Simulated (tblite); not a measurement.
Record of a relaxation.

Compound: C9H8O2.
Atom-mapped SMILES: `[CH:1]1=[CH:2][O:3][C:4]([c:5]2[cH:6][cH:7][cH:8][o:9]2)=[CH:10][CH2:11]1` (hydrogens: H12 on C1; H13 on C2; H14 on C6; H15 on C7; H16 on C8; H17 on C10; H18, H19 on C11)

Computed with GFN2-xTB (tblite), gas phase: L-BFGS steps from a force-field or distance-geometry start until the largest atomic force falls under 0.01 eV/Å. 10 of its 20 geometries are shown.

Step 0: E = -855.3598 eV, largest atomic force 2.826 eV/Å
```
atom  x, y, z in Å  |  force x, y, z in eV/Å
C1     -2.992    0.097    0.100   -0.126   0.049  -1.160
C2     -2.328    0.115   -1.063    0.646  -0.131   1.789
O3     -0.939    0.063   -1.133   -0.289   0.077  -0.423
C4     -0.220    0.015    0.037   -1.112  -0.119   1.668
C5      1.197   -0.037   -0.098    2.584  -0.036  -1.143
C6      1.958   -0.028   -1.272   -0.171   0.011   0.439
C7      3.329   -0.080   -0.908   -0.344  -0.002   0.794
C8      3.352   -0.119    0.469   -0.763  -0.008  -0.535
O9      2.089   -0.099    0.957   -0.674   0.073  -0.338
C10    -0.803   -0.009    1.262    0.300   0.051  -0.823
C11    -2.291    0.035    1.417    0.035  -0.035   0.297
H12    -4.088    0.133    0.103    0.612  -0.014  -0.006
H13    -2.779    0.156   -2.024   -0.067   0.023  -0.435
H14     1.566    0.015   -2.276    0.059  -0.010   0.262
H15     4.186   -0.084   -1.557   -0.156  -0.001   0.026
H16     4.131   -0.171    1.216   -0.138   0.023  -0.330
H17    -0.199   -0.051    2.166   -0.137   0.012  -0.394
H18    -2.560    0.909    2.016   -0.135   0.101   0.180
H19    -2.619   -0.850    1.970   -0.125  -0.063   0.132
```

Step 2: E = -855.4968 eV, largest atomic force 0.448 eV/Å
```
atom  x, y, z in Å  |  force x, y, z in eV/Å
C1     -2.997    0.097    0.091    0.427  -0.008  -0.134
C2     -2.310    0.113   -1.044   -0.054  -0.040   0.191
O3     -0.943    0.065   -1.136    0.268   0.022   0.157
C4     -0.227    0.013    0.054    0.292  -0.085   0.146
C5      1.232   -0.037   -0.114   -0.334   0.030  -0.166
C6      1.959   -0.027   -1.273    0.333   0.009  -0.147
C7      3.326   -0.080   -0.897   -0.003   0.004   0.026
C8      3.338   -0.120    0.465   -0.244  -0.025   0.123
O9      2.076   -0.098    0.949   -0.195   0.035  -0.094
C10    -0.804   -0.008    1.259   -0.055   0.025  -0.267
C11    -2.292    0.035    1.421   -0.189   0.019   0.102
H12    -4.075    0.133    0.102    0.078   0.004  -0.074
H13    -2.777    0.156   -2.027    0.248  -0.009   0.230
H14     1.568    0.015   -2.268   -0.014   0.001   0.013
H15     4.179   -0.084   -1.554   -0.175  -0.004   0.131
H16     4.125   -0.170    1.205   -0.196   0.022  -0.308
H17    -0.203   -0.051    2.155   -0.015   0.001  -0.154
H18    -2.563    0.911    2.020   -0.089   0.024   0.123
H19    -2.622   -0.852    1.973   -0.085  -0.024   0.103
```

Step 4: E = -855.5294 eV, largest atomic force 0.382 eV/Å
```
atom  x, y, z in Å  |  force x, y, z in eV/Å
C1     -2.986    0.097    0.094    0.112   0.001  -0.117
C2     -2.299    0.110   -1.040    0.158  -0.021   0.347
O3     -0.931    0.067   -1.127    0.146  -0.001  -0.110
C4     -0.214    0.008    0.057   -0.304   0.005   0.005
C5      1.227   -0.036   -0.127    0.106  -0.004  -0.058
C6      1.972   -0.026   -1.280   -0.247   0.016  -0.018
C7      3.326   -0.080   -0.892   -0.039  -0.001   0.024
C8      3.320   -0.121    0.469   -0.115   0.006  -0.048
O9      2.062   -0.095    0.942   -0.167   0.009   0.007
C10    -0.811   -0.007    1.253    0.066  -0.004  -0.058
C11    -2.299    0.036    1.426    0.076   0.000   0.108
H12    -4.064    0.133    0.097    0.076   0.001  -0.091
H13    -2.763    0.156   -2.014    0.143  -0.006  -0.014
H14     1.568    0.015   -2.267    0.026   0.006  -0.141
H15     4.170   -0.085   -1.547    0.096  -0.010   0.016
H16     4.114   -0.169    1.188   -0.019   0.002   0.015
H17    -0.205   -0.051    2.143    0.017  -0.005  -0.006
H18    -2.569    0.913    2.028   -0.070  -0.019   0.075
H19    -2.627   -0.853    1.979   -0.062   0.024   0.063
```

Step 6: E = -855.5433 eV, largest atomic force 0.195 eV/Å
```
atom  x, y, z in Å  |  force x, y, z in eV/Å
C1     -2.976    0.097    0.097    0.042  -0.001   0.060
C2     -2.282    0.108   -1.029    0.039   0.015  -0.055
O3     -0.918    0.067   -1.128   -0.028  -0.016  -0.126
C4     -0.217    0.005    0.057   -0.004   0.037  -0.138
C5      1.224   -0.035   -0.137   -0.129  -0.005   0.093
C6      1.970   -0.025   -1.286   -0.191   0.006  -0.038
C7      3.321   -0.080   -0.889   -0.081   0.003  -0.110
C8      3.305   -0.122    0.470    0.031   0.016  -0.016
O9      2.045   -0.094    0.938    0.023  -0.012   0.021
C10    -0.812   -0.006    1.249   -0.025  -0.015   0.177
C11    -2.300    0.036    1.434    0.060  -0.005   0.050
H12    -4.053    0.133    0.088    0.043  -0.001  -0.091
H13    -2.745    0.155   -2.005    0.116  -0.011   0.009
H14     1.569    0.015   -2.274    0.024   0.008  -0.147
H15     4.169   -0.086   -1.541    0.071  -0.010   0.054
H16     4.106   -0.168    1.178   -0.020  -0.004   0.116
H17    -0.205   -0.051    2.136    0.066  -0.009   0.057
H18    -2.576    0.913    2.036   -0.020  -0.037   0.042
H19    -2.634   -0.853    1.986   -0.016   0.037   0.042
```

Step 8: E = -855.5509 eV, largest atomic force 0.117 eV/Å
```
atom  x, y, z in Å  |  force x, y, z in eV/Å
C1     -2.967    0.097    0.101    0.045   0.003  -0.027
C2     -2.272    0.107   -1.025   -0.070   0.016  -0.059
O3     -0.912    0.067   -1.135   -0.034  -0.015   0.054
C4     -0.223    0.006    0.055    0.087   0.021  -0.021
C5      1.216   -0.035   -0.137   -0.014   0.000  -0.001
C6      1.958   -0.024   -1.291    0.005  -0.006  -0.002
C7      3.313   -0.080   -0.892   -0.065   0.004  -0.041
C8      3.298   -0.121    0.468    0.026   0.011  -0.036
O9      2.038   -0.093    0.937    0.068  -0.009  -0.033
C10    -0.812   -0.007    1.252   -0.025  -0.005   0.114
C11    -2.298    0.036    1.442   -0.013  -0.002  -0.005
H12    -4.045    0.133    0.079    0.049  -0.001  -0.050
H13    -2.729    0.154   -2.001   -0.002  -0.004  -0.071
H14     1.571    0.016   -2.287   -0.001   0.005  -0.024
H15     4.173   -0.086   -1.535   -0.061  -0.005   0.072
H16     4.100   -0.168    1.180   -0.084   0.001   0.041
H17    -0.200   -0.052    2.136    0.061  -0.007   0.016
H18    -2.581    0.910    2.043    0.015  -0.012   0.034
H19    -2.638   -0.850    1.993    0.012   0.006   0.039
```

Step 11: E = -855.5538 eV, largest atomic force 0.052 eV/Å
```
atom  x, y, z in Å  |  force x, y, z in eV/Å
C1     -2.962    0.097    0.100   -0.002   0.002  -0.026
C2     -2.272    0.108   -1.029    0.015  -0.004   0.006
O3     -0.912    0.065   -1.133    0.026   0.002   0.029
C4     -0.222    0.008    0.057   -0.027  -0.007   0.044
C5      1.215   -0.035   -0.137    0.017   0.003  -0.029
C6      1.953   -0.024   -1.294    0.001   0.000   0.011
C7      3.307   -0.079   -0.896    0.027  -0.001   0.010
C8      3.297   -0.120    0.464   -0.032  -0.003   0.013
O9      2.039   -0.094    0.934   -0.039   0.005  -0.003
C10    -0.811   -0.007    1.257    0.025   0.003  -0.002
C11    -2.298    0.036    1.444    0.016  -0.001   0.001
H12    -4.038    0.133    0.071   -0.017   0.003  -0.009
H13    -2.725    0.153   -2.007   -0.011  -0.001  -0.032
H14     1.571    0.017   -2.293   -0.021   0.003   0.008
H15     4.170   -0.087   -1.528    0.003  -0.001  -0.039
H16     4.091   -0.168    1.184   -0.022   0.002   0.004
H17    -0.193   -0.053    2.139    0.020  -0.003   0.008
H18    -2.582    0.908    2.049    0.013  -0.002   0.003
H19    -2.639   -0.849    1.998    0.010   0.000   0.003
```

Step 13: E = -855.5542 eV, largest atomic force 0.029 eV/Å
```
atom  x, y, z in Å  |  force x, y, z in eV/Å
C1     -2.961    0.097    0.099   -0.008   0.000   0.007
C2     -2.271    0.108   -1.030    0.008  -0.003  -0.012
O3     -0.911    0.065   -1.131   -0.002   0.004  -0.016
C4     -0.222    0.008    0.060    0.003  -0.004  -0.014
C5      1.214   -0.035   -0.139   -0.019   0.002   0.002
C6      1.953   -0.024   -1.295   -0.004   0.002   0.005
C7      3.307   -0.079   -0.896    0.011  -0.001  -0.017
C8      3.295   -0.120    0.464   -0.007  -0.003   0.026
O9      2.037   -0.094    0.933   -0.017   0.004   0.008
C10    -0.810   -0.007    1.259    0.004   0.000   0.019
C11    -2.297    0.036    1.444    0.007   0.000  -0.007
H12    -4.037    0.133    0.069   -0.010   0.003  -0.002
H13    -2.724    0.153   -2.009    0.018  -0.003   0.013
H14     1.570    0.017   -2.293   -0.015   0.002   0.002
H15     4.169   -0.087   -1.529    0.005  -0.001  -0.029
H16     4.087   -0.167    1.185   -0.008   0.001   0.013
H17    -0.191   -0.053    2.139    0.011  -0.002   0.018
H18    -2.581    0.908    2.050    0.011  -0.003  -0.008
H19    -2.638   -0.849    2.000    0.010   0.002  -0.010
```

Step 15: E = -855.5544 eV, largest atomic force 0.018 eV/Å
```
atom  x, y, z in Å  |  force x, y, z in eV/Å
C1     -2.961    0.097    0.098    0.001  -0.001   0.007
C2     -2.270    0.108   -1.030   -0.003  -0.001   0.003
O3     -0.910    0.065   -1.131   -0.008   0.001  -0.008
C4     -0.222    0.007    0.060    0.006   0.000  -0.012
C5      1.214   -0.035   -0.139   -0.001   0.000   0.002
C6      1.953   -0.024   -1.295   -0.001   0.002   0.003
C7      3.307   -0.080   -0.896   -0.006  -0.001  -0.008
C8      3.294   -0.120    0.465    0.007  -0.001   0.005
O9      2.036   -0.093    0.933    0.006   0.001   0.000
C10    -0.809   -0.007    1.260    0.002  -0.002  -0.002
C11    -2.296    0.036    1.444    0.001   0.001  -0.005
H12    -4.038    0.133    0.068    0.007   0.001   0.001
H13    -2.723    0.153   -2.010    0.015  -0.003   0.010
H14     1.569    0.017   -2.293   -0.007   0.001   0.006
H15     4.169   -0.087   -1.531   -0.017  -0.001   0.001
H16     4.086   -0.167    1.186   -0.011   0.001   0.009
H17    -0.189   -0.053    2.140   -0.002  -0.001   0.004
H18    -2.580    0.908    2.050    0.006   0.002  -0.007
H19    -2.637   -0.849    2.000    0.006  -0.002  -0.010
```

Step 17: E = -855.5545 eV, largest atomic force 0.013 eV/Å
```
atom  x, y, z in Å  |  force x, y, z in eV/Å
C1     -2.961    0.097    0.098    0.005   0.000  -0.001
C2     -2.270    0.108   -1.030    0.002   0.000   0.009
O3     -0.911    0.066   -1.131    0.006  -0.001   0.007
C4     -0.222    0.007    0.060   -0.002   0.001   0.006
C5      1.213   -0.035   -0.139    0.010   0.001  -0.002
C6      1.953   -0.024   -1.295   -0.004   0.001   0.004
C7      3.307   -0.080   -0.896   -0.006   0.000   0.004
C8      3.294   -0.120    0.465    0.001   0.001  -0.004
O9      2.035   -0.093    0.933    0.003   0.000  -0.002
C10    -0.808   -0.007    1.260    0.003  -0.001  -0.013
C11    -2.296    0.036    1.444    0.005   0.000   0.002
H12    -4.038    0.133    0.068    0.004   0.001   0.004
H13    -2.722    0.152   -2.010    0.000  -0.002  -0.006
H14     1.568    0.018   -2.292   -0.005   0.001   0.003
H15     4.168   -0.088   -1.532   -0.013  -0.001   0.003
H16     4.085   -0.167    1.187   -0.006   0.000   0.004
H17    -0.189   -0.053    2.141   -0.008   0.000  -0.010
H18    -2.579    0.908    2.049    0.003   0.004  -0.003
H19    -2.637   -0.849    1.999    0.002  -0.004  -0.004
```

Step 19: E = -855.5545 eV, largest atomic force 0.009 eV/Å
```
atom  x, y, z in Å  |  force x, y, z in eV/Å
C1     -2.961    0.097    0.098    0.003   0.001  -0.003
C2     -2.270    0.108   -1.030    0.005   0.000  -0.002
O3     -0.910    0.066   -1.131    0.008  -0.001   0.002
C4     -0.222    0.007    0.060    0.000   0.002   0.005
C5      1.214   -0.034   -0.139    0.001   0.001   0.003
C6      1.952   -0.024   -1.294   -0.005   0.000   0.001
C7      3.306   -0.080   -0.896   -0.002   0.000   0.001
C8      3.294   -0.120    0.465   -0.001   0.001   0.001
O9      2.035   -0.093    0.933   -0.002   0.000   0.003
C10    -0.808   -0.008    1.260   -0.003   0.000  -0.003
C11    -2.296    0.036    1.444    0.001   0.000   0.002
H12    -4.037    0.133    0.068    0.000   0.000   0.005
H13    -2.721    0.152   -2.010   -0.005  -0.001  -0.005
H14     1.567    0.018   -2.292   -0.003   0.001  -0.002
H15     4.167   -0.088   -1.533    0.001  -0.002  -0.002
H16     4.083   -0.167    1.188    0.002   0.000   0.001
H17    -0.189   -0.053    2.141   -0.003  -0.001  -0.008
H18    -2.578    0.908    2.049    0.002   0.002   0.001
H19    -2.636   -0.849    1.998    0.001  -0.003   0.001
```

Task: Summarise the path.

Result: The energy falls by 0.1947 eV from step 0 to step 19; nine tenths of that is first reached at step 5. It falls at every step. The largest force goes from 2.826 to 0.009 eV/Å. Among the bonds C5–O9 changes most, from 1.383 to 1.352 Å; the atoms move by 0.041 Å rms after alignment.

The cost below is that of the whole relaxation. Hardware: Intel Xeon at 2.50 GHz, one thread (shared host). Cost: 0.78 s of wall time.
